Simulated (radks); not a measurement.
The hydrogen anion H-, [He], held by a Watson sphere: a shell of charge +1 at radius R that stands for the Madelung well of a crystal (potential energy -1/R inside, -1/r outside, in hartree with lengths in bohr). Method: scalar-relativistic Kohn-Sham, LDA (Slater exchange, Perdew-Wang correlation), spin-polarised, spherical densities, point nucleus; computed with a radial shooting solver on a logarithmic mesh with Libxc functionals. Response by self-consistent Sternheimer equations with the Hartree and adiabatic LDA kernel, the relativistic mass of each level held fixed and spin-orbit coupling left out. The sphere does not respond.

| R (bohr) | e(1s) (eV) | <r> 1s (bohr) | sum of <r^2> (bohr^2) | X-ray form factor at sin(theta)/lambda = 0.3 1/angstrom | alpha (bohr^3) |
|---|---|---|---|---|---|
| 1.42 | -8.333 | 1.605 | 6.818 | 0.424 | 9.624 |
| 1.63 | -7.726 | 1.690 | 7.555 | 0.379 | 11.71 |
| 2.3 | -6.231 | 1.920 | 9.844 | 0.297 | 19.80 |
| 2.49 | -5.895 | 1.976 | 10.47 | 0.285 | 22.47 |
| 2.59 | -5.730 | 2.004 | 10.79 | 0.280 | 23.94 |
| 2.66 | -5.619 | 2.023 | 11.01 | 0.277 | 25.00 |
| 2.71 | -5.542 | 2.036 | 11.17 | 0.275 | 25.77 |
| 2.72 | -5.526 | 2.038 | 11.20 | 0.274 | 25.93 |
| 3.18 | -4.890 | 2.149 | 12.59 | 0.261 | 33.54 |
